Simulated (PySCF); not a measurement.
## Unknown compound

Molecular formula: C₃H₆F₄Si₂. Simulated spectra:

$^{1}$H NMR (500 MHz, computed): δ 5.96 (m, 1H), 4.27 (m, 1H), 4.06 (m, 1H), 0.21 (m, 3H).

$^{13}$C{$^{1}$H} NMR (computed): δ 174.6 (C), 139.9 (C), -11.5 (CH3).

Averaged over atoms made equivalent by symmetry, fast rotation or ring inversion, relativity neglected, one computed conformer, no solvent model. Shielding tensors at PBE0/pcSseg-1 (GIAO); GFN2-xTB geometry; PySCF 2.14.0 with density-fitted response routines.

References, each an isolated molecule treated in the same way: TMS for $^{1}$H (σ = 31.72 ppm) and $^{13}$C (σ = 186.93 ppm).

Question: What is the structure?

Answer: 
Rings plus π bonds: 1 (no ring in the answer). 3 carbon signals for 3 carbons: no two carbons are equivalent. Carbon types of the structure: 2 × C, 1 × CH3, leaving 3 H on heteroatoms. δC 174.6, 139.9: fully substituted alkene carbon. δC -11.5: methyl carbon bonded to Si; an electropositive neighbour leaves it electron-rich and shielded. δH 5.96: hydrogen on a silicon bonded to C, F, Si. δH 4.27, 4.06: hydrogen on a silicon bonded to C, Si. δH 0.21: hydrogen on a methyl carbon bonded to Si; an electropositive neighbour shields it, as in TMS itself.

Structure: `[SiH2](C)[Si@H](F)C(F)=C(F)F`.

This is the structure that produced the data.

Splittings by $^{19}$F in the carbon and heteronuclear signals aren't shown, as no couplings were computed. Shifts are as computed. Against solution values, carbons near 30 ppm lie about +3 ppm off and those near 130 ppm about +5 ppm. Of 1211 compounds with measured shifts, 218 miss one by over three times the rms of a fit or turn the order of signals round; such compounds aren't used in these exercises. Multiplicities follow the n + 1 count of equivalent neighbours, as no J values were calculated; m marks all less simple cases, F and P coupling included.
